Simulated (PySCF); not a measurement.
H₆OSSi₂.
Bonds: O1–Si2, Si2–S3, S3–Si4. Hydrogens: H5 on O1; H6, H7 on Si2; H8, H9, H10 on Si4.

Computed by this run: PBE0-D3(BJ)/def2-SVP geometry optimisation, gas phase in PySCF; density fitting, grid level 1; the optimiser is geomeTRIC in internal coordinates, started from a GFN2-xTB structure with every atom displaced at random (about 0.01 Å).

Geometry at step 0:
```
atom  x, y, z in Å
O1      2.7416   -0.5833    0.0148
Si2     1.1146   -0.7562   -0.0413
S3      0.2302    1.0879    0.6613
Si4    -1.8190    0.7366    0.5589
H5      3.1114    0.2485    0.3103
H6      0.7047   -0.9578   -1.4200
H7      0.7476   -1.8268    0.8649
H8     -2.1841    0.4485   -0.8282
H9     -2.4235    1.9867    1.0595
H10    -2.1732   -0.4051    1.4276
```

**Question.** Give the atomic forces at this geometry.

**Answer.** 
```tsv
atom	Fx (eV/Å)	Fy (eV/Å)	Fz (eV/Å)
O1	0.598	0.019	-0.016
Si2	-0.099	0.811	0.287
S3	1.353	0.309	0.137
Si4	-0.377	-0.137	0.235
H5	0.094	0.163	0.044
H6	-0.334	-0.306	-0.636
H7	-0.377	-0.681	0.306
H8	-0.369	-0.111	-0.511
H9	-0.246	0.167	0.021
H10	-0.243	-0.234	0.132
```

The largest, 1.40 eV/Å, acts on S3; the rms over all components is 0.418 eV/Å. The forces sum to zero within rounding, as they must for an isolated molecule in no field.

**Question.** Give the force on S3 in Eh/bohr and in nN.

**Answer.** 1.395 eV/Å ÷ 51.422 = 0.02713 Eh/bohr, and 1.395 eV/Å × 1.602 = 2.24 nN.

**Question.** How far is this geometry from the end of the optimisation?

**Answer.** 0.131 eV above it, and 0.068 Å rms away after alignment. The bonds farthest from their final lengths, with half the difference of the two atoms' forces along the bond (positive lengthens):

```
   bond  now (Å)  final (Å)  force along bond (eV/Å)
 S3–Si4    2.082      2.149                    +0.89
 Si2–H7    1.450      1.490                    +0.59
 Si2–H6    1.452      1.491                    +0.55
 Si4–H8    1.463      1.493                    +0.35
 O1–Si2    1.637      1.656                    +0.30
Si4–H10    1.478      1.493                    -0.01
```

The angle farthest from its final value is H6–Si2–H7, 114.8° against 109.0°.

Of the 6 listed bonds off by 0.010 Å or more, this force points towards the final length in 5.

What follows is the cost of the whole optimisation. Hardware: one thread of an Arm Neoverse N1, shared host with 64 logical CPUs at a one-minute load of 40. Cost: 24 s wall, 0.41 GiB resident at most.
